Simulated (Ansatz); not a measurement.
Ansatz (a first-principles code) input (CCSD(T)/aug-cc-pVDZ):

Ansatz 0.2 input:
```yaml
crystal:
  periodic: [false, false, false]
  atoms:
    - {symbol: C, position_ang: [1.81036109, -0.42289796, -0.22712303]}
    - {symbol: Ge, position_ang: [-0.17051939, -0.23190718, -0.17786632]}
    - {symbol: O, position_ang: [-0.45142817, 1.44191540, -0.75821535]}
    - {symbol: O, position_ang: [-0.76096244, -0.13496135, 1.53225708]}
    - {symbol: H, position_ang: [2.15838761, -0.26340037, -1.24579159]}
    - {symbol: H, position_ang: [2.20997899, 0.34643785, 0.43408985]}
    - {symbol: H, position_ang: [2.10347758, -1.41201778, 0.11844278]}
    - {symbol: H, position_ang: [-1.24938538, 1.82627143, -0.37706842]}
    - {symbol: H, position_ang: [-0.92888016, -0.99450606, 1.93245380]}
basis:
  gaussian:
    orbitals: aug-cc-pVDZ
magnetization: {spin_polarized: true, initial_magnetization: 1}
correlation: {method: ccsd_t, electrons: outside_noble_gas}
output: {forces: true}
```

End of the output:

```
integrals: 0.71 GiB planned
1503 factors; integrals over basis functions are off by at most 1.0e-3 eV
mean field: 0.92 GiB planned
mean field evaluation 1: about -61651.9415 eV, gradient 3.8e1 eV
mean field evaluation 2: about -61651.9432 eV, gradient 3.8e1 eV
mean field evaluation 4: about -61658.1110 eV, gradient 3.4e0 eV
mean field evaluation 8: about -61658.2512 eV, gradient 2.0e-1 eV
mean field evaluation 16: about -61658.2243 eV, gradient 1.3e0 eV
mean field -61658.25243937 eV, -2265.8989836822 hartree, gradient 2.2e-6 eV, S^2 0.759443; 0 other end points of the search recorded, 0 dependent functions left out
17 core orbitals not correlated
reference -61658.25243937 eV, -2265.8989836822 hartree; 13, 12 occupied and 120, 121 virtual orbitals, 1503 factors
densities: 4.42 GiB planned
second order -17.64745796 eV of doubles, -0.00000000 eV of singles
coupled cluster: 2.50 GiB planned
cycle   1  -17.84585916 eV  change   -2.0e-1 eV  update   1.1e-1
cycle   2  -18.29453401 eV  change   -4.5e-1 eV  update   3.4e-2
cycle   3  -18.43749022 eV  change   -1.4e-1 eV  update   2.1e-2
cycle   4  -18.43691910 eV  change    5.7e-4 eV  update   6.1e-3
cycle   5  -18.43343438 eV  change    3.5e-3 eV  update   3.4e-3
cycle   6  -18.43438950 eV  change   -9.6e-4 eV  update   1.4e-3
cycle   7  -18.43447555 eV  change   -8.6e-5 eV  update   6.4e-4
cycle   8  -18.43446226 eV  change    1.3e-5 eV  update   2.5e-4
cycle   9  -18.43455353 eV  change   -9.1e-5 eV  update   1.2e-4
cycle  10  -18.43453767 eV  change    1.6e-5 eV  update   5.0e-5
cycle  11  -18.43452333 eV  change    1.4e-5 eV  update   2.3e-5
cycle  12  -18.43454159 eV  change   -1.8e-5 eV  update   1.1e-5
cycle  13  -18.43454368 eV  change   -2.1e-6 eV  update   4.5e-6
cycle  14  -18.43454689 eV  change   -3.2e-6 eV  update   2.2e-6
perturbative correction -0.58976263 eV, -0.0216733769 hartree
the calculation of the forces begins
Total energy: -61677.27674889 eV, -2266.5981141621 hartree
Atom 0 at     1.810361    -0.422898    -0.227123 Å, force    -0.562372    -0.007773    -0.044190 eV/Å
Atom 1 at    -0.170519    -0.231907    -0.177866 Å, force     0.269103    -0.333403    -0.125310 eV/Å
Atom 2 at    -0.451428     1.441915    -0.758215 Å, force     0.073398     0.311960    -0.228090 eV/Å
Atom 3 at    -0.760962    -0.134961     1.532257 Å, force    -0.110888     0.180722     0.238005 eV/Å
Atom 4 at     2.158388    -0.263400    -1.245792 Å, force     0.203588     0.073202    -0.482618 eV/Å
Atom 5 at     2.209979     0.346438     0.434090 Å, force     0.195921     0.354787     0.305376 eV/Å
Atom 6 at     2.103478    -1.412018     0.118443 Å, force     0.174605    -0.471302     0.164087 eV/Å
Atom 7 at    -1.249385     1.826271    -0.377068 Å, force    -0.184442     0.093454     0.059330 eV/Å
Atom 8 at    -0.928880    -0.994506     1.932454 Å, force    -0.058914    -0.201646     0.113410 eV/Å
Dipole moment:     0.020251    -0.409419     0.056914 e Å
```

It need not be the lowest isomer of its formula.
